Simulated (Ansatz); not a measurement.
Coupled-cluster run, BrClH4OSi2 (`O[Si]([SiH3])(Cl)Br`).

```yaml
crystal:
  periodic: [false, false, false]
  atoms:
    - {symbol: O, position_ang: [-1.878966, -0.446711, 0.158421]}
    - {symbol: Si, position_ang: [-0.504840, 0.348341, 0.519946]}
    - {symbol: Si, position_ang: [1.229538, -0.480161, -0.795265]}
    - {symbol: Cl, position_ang: [-0.066704, 0.133381, 2.516652]}
    - {symbol: Br, position_ang: [-0.771938, 2.528733, 0.163952]}
    - {symbol: H, position_ang: [-2.691713, -0.197955, 0.605090]}
    - {symbol: H, position_ang: [2.464817, 0.259394, -0.435004]}
    - {symbol: H, position_ang: [1.405836, -1.929579, -0.524162]}
    - {symbol: H, position_ang: [0.902472, -0.261642, -2.226729]}
basis:
  gaussian: {orbitals: def2-TZVPP}
correlation: {method: ccsd_t}
output: {orbitals: {seedname: orbitals}}
```

```sh
$ ansatz run in.yaml --threads 4 --pin off --events-out ev --progress --plain
```

Log, shortened:

```
Functional definition: HF
  name "HF"
  cite "Fock, Z. Phys. 61, 126 (1930) doi:10.1007/BF01340294"
  parent pbe
  exchange = exact_x
  correlation = 0
1575 factors; integrals over basis functions are off by at most 1.1e-3 eV
mean field evaluation 1: about -100330.2704 eV, gradient 3.8e1 eV
mean field evaluation 2: about -100330.5902 eV, gradient 3.8e1 eV
mean field evaluation 4: about -100333.8508 eV, gradient 3.4e0 eV
mean field evaluation 8: about -100333.9239 eV, gradient 3.2e-1 eV
mean field -100333.92433205 eV, -3687.2037104265 hartree, gradient 6.9e-6 eV, S^2 0.000000; 0 other end points of the search recorded, 0 dependent functions left out
25 core orbitals not correlated: weight in the atoms' cores, before any rotation towards them, 1.000 or more for the frozen orbitals, at most 0.000 for the correlated occupied ones
reference -100333.92433205 eV, -3687.2037104265 hartree; 21, 21 occupied and 215, 215 virtual orbitals, 1575 factors
second order -25.68968762 eV of doubles, -0.00000000 eV of singles
cycle   1  -26.28172747 eV  change   -5.9e-1 eV  update   1.1e-1
cycle   2  -26.90947088 eV  change   -6.3e-1 eV  update   3.1e-2
cycle   3  -27.02251136 eV  change   -1.1e-1 eV  update   1.5e-2
cycle   4  -27.00469873 eV  change    1.8e-2 eV  update   3.7e-3
cycle   5  -27.00378065 eV  change    9.2e-4 eV  update   1.5e-3
cycle   6  -27.00418292 eV  change   -4.0e-4 eV  update   4.3e-4
cycle   7  -27.00383412 eV  change    3.5e-4 eV  update   1.5e-4
cycle   8  -27.00383847 eV  change   -4.4e-6 eV  update   4.0e-5
perturbative correction -1.02920298 eV, -0.0378225120 hartree
Total energy: -100361.95737351 eV, -3688.2339056985 hartree
```

It took 5.3 min on 4 threads of a server CPU on a shared host, with 5.8 GiB of host memory at the peak.

The correlation energy is -28.033 eV, 3.7 % of it from (T); the T1 diagnostic reads 0.0101.
